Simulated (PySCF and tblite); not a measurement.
Values are calculated unless marked as measured or tabulated.
C5H9BrO, numbered as in [Br:1][C@@H:2]1[CH2:3][CH2:4][CH2:5][O:6][CH2:7]1.

Free energies: PBE0-D3(BJ)/def2-TZVP on PBE0-D3(BJ)/def2-SVP structures plus GFN2-xTB thermal terms, symmetry and mirror images included. Conformers within 4 kcal/mol (GFN2-xTB free energy) were kept, 5 at most. GIAO shieldings: PBE0/pcSseg-1. Shifts are against TMS (¹H), TMS (¹³C) at the same level; of two unlike H on one atom, a is the less shielded. Programs: PySCF with density fitting and tblite.

The 6-ring runs over atoms 2–3–4–5–6–7.

| conformer | shape | symmetry | E(GFN2) kcal/mol | E(DFT) kcal/mol |
| --- | --- | --- | --- | --- |
| 1 | 6-ring chair (all substituents equatorial) | C1 | 0.00 | 0.00 |
| 2 | 6-ring chair (Br1 axial) | C1 | 1.68 | 1.34 |

(1) How much do the weights at 298.15 K and the averaged shift of H4b depend on how the conformers are weighted?

Spin–orbit effects of the heavy atoms on shieldings are missing.

Answers

(1) 
```tsv
weighting	1 (%)	2 (%)	δ (ppm)	rms dipole (D)
DFT energy with thermal terms, symmetry and mirror images (full scheme)	91	9	1.39	2.20
DFT energy with symmetry and mirror images	91	9	1.41	2.20
bare DFT energy	91	9	1.41	2.20
GFN2-xTB energy with symmetry and mirror images	94	6	1.36	2.17
GFN2-xTB free energy	95	5	1.36	2.17
leading conformer alone	100	0	1.30	2.12
equal weights	50	50	1.84	2.52
```

The largest departure from the full scheme, 0.45 ppm, comes with: equal weights.
